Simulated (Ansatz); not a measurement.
Series ZrCl2X2: BLYP-D4/def2-TZVP single points in Ansatz on relaxed structures, gas phase. Core potentials for Zr, no spin–orbit coupling. Binding counts from free atoms in the multiplicity of their measured ground term, without zero-point energy. Names give formal oxidation states. The structures are stationary points that may keep the symmetry of their start.

```
                species  atoms    state            geometry  HOMO (eV)  LUMO (eV)  gap (eV)  binding per atom (eV)  point group (within 0.1 Å)
      ZrF2Cl2 (ZrCl2F2)      5  singlet  r2SCAN-D4/def2-SVP      -8.22      -2.96      5.26                   4.78                         C2v
                ZrH2Cl2      5  singlet    PBE-D4/def2-TZVP      -7.35      -3.58      3.77                   3.33                         C2v
Zr(NH2)2Cl2 (ZrN2Cl2H4)      9  singlet   B3LYP-D4/def2-SVP      -6.30      -2.18      4.12                   3.95                          Cs
```

The gap (eV) runs from 3.77 (ZrH2Cl2) to 5.26 (ZrF2Cl2).
